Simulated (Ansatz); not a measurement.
Z-matrix (Å, degrees):
```
C
C 1 1.522
H 1 1.093 2 111.8
H 1 1.096 2 111.5 3 119.8
H 1 1.093 2 111.8 3 -120.3
Ga 2 2.014 1 112.2 3 60.3
H 2 1.093 1 111.8 3 -60.2
H 2 1.094 1 111.7 3 -179.4
N 6 1.835 2 115.6 1 0.5
H 9 1.008 6 124.1 2 -0.1
H 9 1.006 6 124.3 2 180.0
```

Total charge 0; spin multiplicity 2.

(1) List the B3LYP/def2-TZVPP orbital energies in eV (the Gaussian-basis code of Ansatz). (Estimate.)

Results:

(1) Ansatz gave: α occupied: -10136.99, -1248.73, -1105.95, -1105.91, -1105.86, -388.65, -276.66, -276.61, -148.80, -102.19, -102.06, -101.93, -22.85, -22.04, -21.94, -21.86, -21.84, -21.31, -20.45, -16.65, -12.84, -12.15, -12.08, -11.01, -10.32, -9.57, -8.06, -6.85, -4.96. α empty: -0.67, 0.51, 1.08, 2.19, 2.34, 2.65, 2.76, 3.27. β occupied: -10136.96, -1248.71, -1105.95, -1105.87, -1105.84, -388.62, -276.66, -276.50, -148.75, -102.15, -101.97, -101.92, -22.79, -21.95, -21.86, -21.84, -21.75, -21.25, -20.33, -16.51, -12.78, -12.04, -11.88, -10.83, -10.22, -9.54, -7.57, -6.82. β empty: -2.48, -0.31, 0.58, 1.20, 2.23, 2.52, 2.67, 2.89. ⟨S²⟩ = 0.753.

B3LYP here is the variant with VWN-RPA as its local correlation; programs differ in this.
